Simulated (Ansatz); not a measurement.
CH6BFOSi, SMILES `BC[SiH](O)F` at its PBE0-D4/def2-TZVP geometry, where that method's forces vanish. The species carries charge 0 and has multiplicity 1.

```xyz
11

B     1.5167    0.2519   -0.5836
C     0.3869    0.8336    0.2794
Si   -1.1700   -0.1702    0.0198
O    -0.9153   -1.7781    0.1209
F    -2.2008    0.2944    1.1487
H     2.2645   -0.5705   -0.1366
H     1.6361    0.5657   -1.7328
H     0.0806    1.8467   -0.0058
H     0.5704    0.7920    1.3585
H    -1.8098    0.0609   -1.2875
H    -0.3593   -2.1265    0.8191
```

Q: What forces (eV/Å) does r2SCAN-D4/def2-TZVPP give on these atoms in Ansatz? (An estimate is asked.)

A: The calculation gave: 
```
B1   0.017 -0.015 -0.019
C2   0.042  0.020 -0.021
Si3  0.006  0.040 -0.051
O4  -0.007 -0.042 -0.019
F5  -0.036  0.016  0.032
H6  -0.027  0.020 -0.011
H7  -0.010 -0.013  0.032
H8  -0.007 -0.006  0.014
H9  -0.020  0.000 -0.002
H10  0.022 -0.008  0.029
H11  0.018 -0.012  0.015
```
